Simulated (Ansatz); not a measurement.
Start from `[SiH3]BCS[SiH3]` and change one atom or group to get `OBCS[SiH3]`.

Ansatz, PBE0-D4/def2-TZVP geometries, multiplicity 1. Each molecule was computed in one conformer, which needn't be the lowest.

| property | `[SiH3]BCS[SiH3]` |
| --- | --- |
| HOMO energy (ωB97M-V/def2-TZVPP) / eV | -9.27 |
| HOMO energy (PBE0/def2-TZVPP) / eV | -7.08 |
| HOMO–LUMO gap (ωB97M-V/def2-TZVPP) / eV | 9.05 |
| size of the dipole moment (ωB97M-V/def2-TZVPP) / D | 1.76 |
| HOMO–LUMO gap (PBE/def2-TZVPP) / eV | 2.73 |
| LUMO energy (PBE/def2-TZVPP) / eV | -3.17 |

(1) Give the same properties after the change, and the shifts. (Best estimate.)

## Answers

(1) Computed: 
```json
{"property": "HOMO energy (ωB97M-V/def2-TZVPP) / eV", "`OBCS[SiH3]`": "-9.08", "shift": "0.19"}
{"property": "HOMO energy (PBE0/def2-TZVPP) / eV", "`OBCS[SiH3]`": "-6.89", "shift": "0.19"}
{"property": "HOMO–LUMO gap (ωB97M-V/def2-TZVPP) / eV", "`OBCS[SiH3]`": "10.46", "shift": "1.41"}
{"property": "size of the dipole moment (ωB97M-V/def2-TZVPP) / D", "`OBCS[SiH3]`": "1.84", "shift": "0.08"}
{"property": "HOMO–LUMO gap (PBE/def2-TZVPP) / eV", "`OBCS[SiH3]`": "4.16", "shift": "1.43"}
{"property": "LUMO energy (PBE/def2-TZVPP) / eV", "`OBCS[SiH3]`": "-1.52", "shift": "1.65"}
```

With PBE0 the HOMO rises by 0.19 eV and the LUMO rises by 1.66 eV, so the gap widens by about 1.47 eV. PBE moves the HOMO by 0.21 eV and ωB97M-V by 0.19 eV. Dipoles are sizes alone; their direction can turn.
